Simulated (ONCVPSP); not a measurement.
Configuration tests for nitrogen (ONCV)

* Element: N (Z = 7)
* Generator: ONCVPSP 4.0.1
* Type: optimised norm-conserving Vanderbilt (ONCV)
* Functional: PBE
* Relativity: scalar-relativistic
* Frozen core: [He]
* Valence charge: 5
* Reference configuration: 2s1 2p4
* Partial waves: 2s: rc 1.05 bohr, ncon 4, nbas 8, qcut 5.8 1/bohr, 2 projectors, debl 1.9 Ha; 2p: rc 1.30 bohr, ncon 4, nbas 8, qcut 11.2 1/bohr, 2 projectors, debl 3.2 Ha
* Local potential: polynomial inside 0.70 bohr (lpopt 5, dvloc0 0 Ha)
* Core correction: Teter function, fcfact 5.75, rcfact 1.6

Energies are relative to the spin-unpolarised reference configuration 2s1 2p4; without spin polarisation the order of configurations can differ from experiment.

| valence configuration | charge | ΔE all-electron (eV) | error AE − PS (meV) |
| --- | --- | --- | --- |
| 2s2 2p3 | 0 | -11.507 | +9.6 |
| 2s2 2p2 | +1 | 2.084 | +32 |

**Question.** What are ΔE and the potential's error for 2s2 2p0?

**Answer.** ΔE = 78.019 eV all-electron; the error (AE − PS) is +362 meV.

**Question.** What are ΔE and the potential's error for 2s2 2p1?

**Answer.** ΔE = 30.937 eV all-electron; the error (AE − PS) is +116 meV.
